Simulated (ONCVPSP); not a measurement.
# Pseudopotential generation for He: ONCV, PBE, scalar-relativistic.

```
Element                 : helium
Generator               : ONCVPSP 4.0.1
Type                    : optimised norm-conserving Vanderbilt (ONCV)
Functional              : PBE
Relativity              : scalar-relativistic
Frozen core             : none
Valence charge          : 2
Reference configuration : 1s1 (charge +1)
Partial waves           : 1s: rc 0.56 bohr, ncon 3, nbas 7, qcut 17.1 1/bohr, 2 projectors, debl 2.8 Ha; p scattering state at 0.38 Ha: rc 0.56 bohr, ncon 5, nbas 9, qcut 15.1 1/bohr, 1 projector
Local potential         : polynomial inside 0.38 bohr (lpopt 5, dvloc0 0 Ha)
Core correction         : none
```

- Cutoffs needed: 87 Ha and 114 Ha (the cutoffs (Ha) at which the residual kinetic energy of the hardest occupied pseudo-wave falls to 1 and 0.1 mHa per electron)
- Ghost test: no bound ghost flagged; no localised positive-energy state flagged
- Largest excitation error: +6.9 meV (all-electron minus pseudo) for 1s2, out of 2 test configurations
